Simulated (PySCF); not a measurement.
Ga(SH)3 (GaH3S3), SMILES [SH][Ga]([SH])[SH].

Geometry optimised at PBE-D3(BJ)/def2-SVP. The structure was generated by enumeration; whether it is a known compound was not checked. Other conformers were not sampled.

Two levels are set side by side: PBE/def2-TZVP (PySCF) and B3LYP/def2-TZVP (PySCF). Same geometry, gas phase. Differences are taken from unrounded values.

| quantity | B3LYP |
|---|---|
| orbital gap (eV) | 5.95 |
| highest occupied level (eV) | -7.38 |
| lowest empty level (eV) | -1.43 |
| dipole moment (D) | 1.49 |
| mean polarisability (bohr³) | 88.4 |

### Question
What does PBE give, and how far is it from B3LYP? (Estimate from the structure and the level; the computed values follow.)

### Answer

```tsv
quantity	PBE	PBE minus B3LYP
orbital gap (eV)	4.39	-1.57
highest occupied level (eV)	-6.43	0.95
lowest empty level (eV)	-2.05	-0.62
dipole moment (D)	1.47	-0.02
mean polarisability (bohr³)	90.5	2.2
```

PBE's occupied levels lie high since its potential decays too fast outside the molecule; exact exchange lowers them and widens the gap. Differences between two approximate levels are no errors against the true value.

Rough cost on one machine, each run with all the roots and properties that it gave: B3LYP against PBE within a factor of 2.
